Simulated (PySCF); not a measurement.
C₆H₁₀N (doublet state).
Atom-mapped SMILES: `[CH3:1][C@H:2]([NH2:3])/[CH:4]=[C:5]1\[CH:6][CH2:7]1` (hydrogens: H8, H9, H10 on C1; H11 on C2; H12, H13 on N3; H14 on C4; H15 on C6; H16, H17 on C7)

Geometry (GFN2-xTB, Å), atoms numbered from 1 in this order:
```xyz
17
C6H10N angstrom
C     -1.4582    1.0992    0.0022
C     -1.2875   -0.2612   -0.6611
N     -1.9463   -1.2730    0.1730
C      0.1495   -0.6307   -0.9016
C      1.2101   -0.0329   -0.3211
C      1.7823    0.9160    0.4572
C      2.7052   -0.0380   -0.1982
H     -1.0113    1.8770   -0.6099
H     -2.5167    1.3060    0.1320
H     -0.9807    1.1026    0.9783
H     -1.8217   -0.2657   -1.6212
H     -1.8805   -2.1885   -0.2594
H     -1.4849   -1.3218    1.0764
H      0.3161   -1.5010   -1.5240
H      1.7100    1.7384    1.1223
H      3.3090    0.2907   -1.0396
H      3.1986   -0.8050    0.3932
```

The hyperfine couplings belong to this conformer and change with its torsions.

Method: UKS B3LYP, pcH-1 on C H N, non-relativistic, mean-field spin-orbit, GIAO (PySCF). Isolated species at its GFN2-xTB geometry (one conformer only). A GFN2-xTB geometry isn't a minimum of the functional, and hyperfine couplings can be far from their values at a DFT geometry. The SCF solution wasn't tested for stability. ⟨S²⟩ is 0.774 where a pure state has 0.75.

Task: What are g_iso and the isotropic 13C coupling of C6?

Result: g_iso = 2.00253 and a = +67.43 MHz, or +2.406 mT (Mulliken spin population +0.69). 13C makes up about 1.07 % of the natural element, so this concerns labelled samples or satellites.

Task: Take this nucleus alone (I = 1/2, g_N = 1.4048) with S = 1/2. Where do its 2 lines fall at 9.412 GHz to first order, to second order and exactly?

Result: B0 = hν/(g μB) = 335.808 mT and a/B0 = 0.0072. B(1) = B0 − a·mI, B(2) = B(1) − a²[I(I+1) − mI²]/(2B0); the exact values solve the Breit–Rabi equation, nuclear Zeeman term included.

```csv
mI,first order (mT),second order (mT),exact (mT),exact − first order
−1/2,337.010,337.006,337.006,-0.004
+1/2,334.605,334.600,334.600,-0.004
```

Task: What g and a would be read from the two outer exact lines by first-order rules?

Result: Their midpoint, 335.803 mT, gives an apparent g of 2.00256 (true 2.00253), and their distance over 2I an apparent |a| of 2.406 mT (true 2.406).

Task: Give the zero-field levels of this pair of spins.

Result: F = I ± 1/2 = 1 and 0, at a·I/2 = +16.9 MHz and −a(I+1)/2 = -50.6 MHz, that is |a|(I + 1/2) = 67.4 MHz apart; F = 0 lies lower.

Other couplings of abundant isotopes, left aside here: 1 × 1H 57 MHz, 1 × 1H 53 MHz, 1 × 1H 49 MHz, 1 × 1H 36 MHz, 1 × 1H 24 MHz, 2 × 1H 4 MHz, 1 × 14N 1 MHz.

Class means assume fast exchange of nuclei equivalent by connectivity; if that motion is slow, each nucleus keeps its own coupling.
